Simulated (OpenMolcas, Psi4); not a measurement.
## How methods differ on SnSiH5O (SMILES [SiH3][O][SnH2])

SnSiH5O has 8 atoms, charge 0, and is taken as a doublet. SMILES: `[SiH3][O][SnH2]`. The coordinates come from a PBE0-D4/def2-TZVP relaxation. This is one conformer, not always the lowest.

```jsonl
{"atom": "Si", "x (Å)": "-0.7379", "y (Å)": "1.0751", "z (Å)": "-0.4808"}
{"atom": "O", "x (Å)": "0.5869", "y (Å)": "0.3062", "z (Å)": "0.0788"}
{"atom": "Sn", "x (Å)": "0.9565", "y (Å)": "-1.3321", "z (Å)": "1.1080"}
{"atom": "H", "x (Å)": "-1.8779", "y (Å)": "0.1277", "z (Å)": "-0.6588"}
{"atom": "H", "x (Å)": "-0.4246", "y (Å)": "1.6964", "z (Å)": "-1.7946"}
{"atom": "H", "x (Å)": "-1.1735", "y (Å)": "2.1423", "z (Å)": "0.4619"}
{"atom": "H", "x (Å)": "2.6654", "y (Å)": "-1.4891", "z (Å)": "0.9505"}
{"atom": "H", "x (Å)": "0.0974", "y (Å)": "-2.5837", "z (Å)": "0.2792"}
```

Each level gives the electronic atomisation energy (eV). The values are calculated. Electronic energies at fixed atoms, without zero-point motion or spin-orbit coupling.

```json
{"level": "UHF/def2-SVPD (core potential)", "kind": "Hartree–Fock", "program": "OpenMolcas", "value (eV)": "16.54", "CPU time (all runs)": "43 s"}
{"level": "U-r2SCAN/def2-SVPD (core potential)", "kind": "meta-GGA", "program": "OpenMolcas", "value (eV)": "22.91", "CPU time (all runs)": "3.2 min"}
{"level": "UTPSS/def2-SVPD (core potential)", "kind": "meta-GGA", "program": "OpenMolcas", "value (eV)": "23.35", "CPU time (all runs)": "3 min"}
{"level": "UB3LYP/def2-SVPD (core potential)", "kind": "global hybrid", "program": "Psi4", "value (eV)": "22.63", "CPU time (all runs)": "68 s"}
{"level": "UBHLYP/def2-SVPD (core potential)", "kind": "global hybrid", "program": "Psi4", "value (eV)": "22.19", "CPU time (all runs)": "83 s"}
{"level": "UM06-2X/def2-SVPD (core potential)", "kind": "hybrid meta-GGA", "program": "Psi4", "value (eV)": "22.71", "CPU time (all runs)": "1.9 min"}
{"level": "UPBE0/def2-SVPD (core potential)", "kind": "global hybrid", "program": "OpenMolcas", "value (eV)": "22.33", "CPU time (all runs)": "2.2 min"}
{"level": "U-wB97X/def2-SVPD (core potential)", "kind": "range-separated hybrid", "program": "Psi4", "value (eV)": "23.02", "CPU time (all runs)": "70 s"}
```

The values span 16.54 to 23.35 eV. CPU times are rough (shared hosts, several kinds of processor): they show what a rung costs within a factor of a few.
